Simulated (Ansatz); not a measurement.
`C[SiH](C)C#N` + H₂ → `C[SiH2]C#N` + CH₄ at 298.15 K and 1 bar (hydrogenolysis of the Si–C bond).

Computed with Ansatz on PBE0-D4/def2-TZVP structures; ΔE is electronic, products minus reactants. CCSD(T)/CBS adds triple-zeta CCSD(T) − MP2 to the extrapolated MP2 energy (def2 sets, frozen cores). This one scheme is used for every species.

```csv
species,CCSD(T)/CBS energy (Eh),H − E (kJ/mol),S (J/(mol·K))
`C[SiH](C)C#N`,-462.17463,261.2,350.0
H₂,-1.17544,35.1,130.4
`C[SiH2]C#N`,-422.89500,181.0,312.3
CH₄,-40.46206,127.4,186.2
```

H − E and S are ideal-gas, rigid-rotor, harmonic terms from PBE0-D4/def2-TZVP. The MP2-based limit puts H₂ 0.8 mEh under its directly extrapolated value; such offsets cancel only in part. 1 Eh = 2625.50 kJ/mol, R = 8.31446 J/(mol·K).

Question: By hand: ΔE, ΔH, ΔS and ΔG.

Answer: ΔE = (-422.89500) + (-40.46206) − (-462.17463) − (-1.17544) = -0.00699 Eh = -18.4 kJ/mol. Δ(H − E) = 181.0 + 127.4 − 261.2 − 35.1 = 12.1, so ΔH = -6.3 kJ/mol. ΔS = 312.3 + 186.2 − 350.0 − 130.4 = 18.1 J/(mol·K). ΔG = -6.3 − 298.15 × (18.1)/1000 = -11.7 kJ/mol.

Question: By hand: the equilibrium constant, and the temperature at which ΔG would vanish if ΔH and ΔS stayed fixed.

Answer: log₁₀ K = −ΔG/(RT ln 10) = 2.0. ΔH and −TΔS have one sign here, so there is no such temperature.

TΔS isn't small against ΔH here. A doubt of 5 kJ/mol in ΔE shifts log₁₀ K by 0.9 here. These are equilibria of isolated gas molecules and say nothing of rates. Largest T1 diagnostic: 0.012 (customary marks: 0.02 for closed shells, 0.045 for open ones).
